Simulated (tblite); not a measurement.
Trimethylphosphine selenide, C3H9PSe.
Bonds: C1–P2, P2–C3, P2–C4, P2–Se5 (double). Hydrogens: H6, H7, H8 on C1; H9, H10, H11 on C3; H12, H13, H14 on C4.

Computed with GFN2-xTB (tblite), gas phase: L-BFGS steps from a force-field or distance-geometry start until the largest atomic force falls under 0.01 eV/Å.

Step 46: E = -455.3563 eV
```
atom  x, y, z in Å  |  force x, y, z in eV/Å
C1      1.3353   -0.9065   -0.5083    0.028  -0.017  -0.014
P2      0.1810    0.0670    0.5355   -0.033   0.014   0.008
C3     -0.0479    1.6430   -0.3766   -0.002   0.029  -0.025
C4     -1.4342   -0.7968    0.3889   -0.013  -0.034   0.015
Se5     0.7787    0.2991    2.5352    0.055   0.024  -0.080
H6      0.8713   -1.1801   -1.4561    0.043   0.034   0.061
H7      1.6077   -1.8029    0.0487    0.010   0.011  -0.054
H8      2.2350   -0.3159   -0.6930   -0.070  -0.068   0.075
H9     -0.3993    2.3906    0.3352   -0.017  -0.029  -0.066
H10    -0.7725    1.5205   -1.1811    0.060   0.029   0.021
H11     0.9094    1.9668   -0.7845   -0.039   0.010   0.049
H12    -1.4656   -1.4296   -0.4973   -0.025   0.043   0.048
H13    -1.5687   -1.4006    1.2858   -0.006  -0.026  -0.070
H14    -2.2308   -0.0551    0.3454    0.007  -0.021   0.033
```

Step 47: E = -455.3603 eV
```
atom  x, y, z in Å  |  force x, y, z in eV/Å
C1      1.3327   -0.9100   -0.5089   -0.010   0.038   0.048
P2      0.1820    0.0695    0.5327   -0.066   0.012   0.060
C3     -0.0432    1.6442   -0.3786    0.005  -0.006   0.003
C4     -1.4353   -0.7922    0.3913   -0.028  -0.052  -0.001
Se5     0.7861    0.3063    2.5271    0.068   0.025  -0.023
H6      0.8571   -1.1831   -1.4488    0.057  -0.037   0.014
H7      1.6159   -1.7953    0.0583   -0.024  -0.046  -0.077
H8      2.2287   -0.3211   -0.7027   -0.021  -0.008   0.047
H9     -0.4212    2.3876    0.3217   -0.019  -0.010  -0.018
H10    -0.7496    1.5099   -1.1945    0.052   0.045  -0.060
H11     0.9230    1.9759   -0.7567   -0.049   0.023   0.003
H12    -1.4745   -1.4103   -0.5020   -0.013   0.009  -0.049
H13    -1.5600   -1.4205    1.2711    0.010  -0.013   0.005
H14    -2.2423   -0.0614    0.3678    0.038   0.020   0.048
```

Task: Estimate the geometry and energy of step 48. (The exact step hangs on the optimiser's Hessian estimate; all steps are aligned on step 47, rigid shifts and turns removed.)

Result: E = -455.3615 eV, largest force 0.101 eV/Å
```
atom  x, y, z in Å  |  force x, y, z in eV/Å
C1      1.3312   -0.9107   -0.5083   -0.029   0.032   0.047
P2      0.1816    0.0710    0.5328   -0.063  -0.005   0.062
C3     -0.0409    1.6446   -0.3791   -0.019  -0.009  -0.001
C4     -1.4358   -0.7909    0.3924   -0.030  -0.060  -0.007
Se5     0.7880    0.3096    2.5250    0.073   0.027   0.004
H6      0.8499   -1.1872   -1.4443    0.066  -0.047   0.012
H7      1.6199   -1.7926    0.0615   -0.035  -0.052  -0.078
H8      2.2254   -0.3228   -0.7095   -0.009   0.013   0.043
H9     -0.4320    2.3859    0.3160   -0.017  -0.008  -0.010
H10    -0.7373    1.5060   -1.2028    0.056   0.049  -0.068
H11     0.9283    1.9806   -0.7442   -0.039   0.029  -0.008
H12    -1.4779   -1.4008   -0.5058   -0.014   0.006  -0.067
H13    -1.5554   -1.4301    1.2651    0.015  -0.003   0.016
H14    -2.2456   -0.0630    0.3791    0.045   0.026   0.053
```

The energy changes by -0.0012 eV. The first-order estimate −F·Δx gives -0.0014 eV and the mean of the old and new forces, exact on a quadratic surface, -0.0012 eV. The step makes an angle of 80° with the force vector and moves no atom by more than 0.015 Å.

Run on Arm Neoverse V1, one thread, no GPU (shared host).
